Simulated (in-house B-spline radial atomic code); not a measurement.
Response of the nitrogen ion N⁵⁺ as one setting changes: the share of exact exchange in a PBE hybrid. A dash marks a strongly mixed or unbound state. Computed with an all-electron radial atomic-structure program (B-spline basis): linear response of the closed shell 1s2 with the functional's adiabatic kernel; non-relativistic, point nucleus, no spin-orbit coupling, no double excitations, S, P, D and F terms only.

```
share of exact exchange in a PBE hybrid  lowest 1P (eV)  lowest 3P, Tamm-Dancoff (eV)  minus highest occupied level (eV)  α (bohr³)
                                      0  1s → 2p 415.92                1s → 2p 411.90                             511.05   0.004794
                                    0.1               ?                             ?                                  ?          ?
                                    0.2  1s → 2p 419.17                1s → 2p 415.00                             519.44   0.004762
                                    0.3  1s → 2p 420.79                1s → 2p 416.54                             523.64   0.004746
                                    0.4  1s → 2p 422.39                1s → 2p 418.06                             527.84   0.004731
                                    0.5  1s → 2p 423.98                1s → 2p 419.58                             532.05   0.004715
                                    0.6  1s → 2p 425.56                1s → 2p 421.08                             536.26     0.0047
                                    0.7  1s → 2p 427.13                1s → 2p 422.58                             540.47   0.004685
                                    0.8               ?                             ?                                  ?          ?
                                    0.9  1s → 2p 430.25                1s → 2p 425.55                             548.90   0.004655
                                      1  1s → 2p 431.80                1s → 2p 427.02                             553.12    0.00464
```

Question: What belongs in the row for 0.8?

Answer: lowest 1P (eV): 1s → 2p 428.70; lowest 3P, Tamm-Dancoff (eV): 1s → 2p 424.07; minus highest occupied level (eV): 544.68; α (bohr³): 0.00467.

Question: What belongs in the row for 0.1?

Answer: lowest 1P (eV): 1s → 2p 417.55; lowest 3P, Tamm-Dancoff (eV): 1s → 2p 413.45; minus highest occupied level (eV): 515.25; α (bohr³): 0.004778.
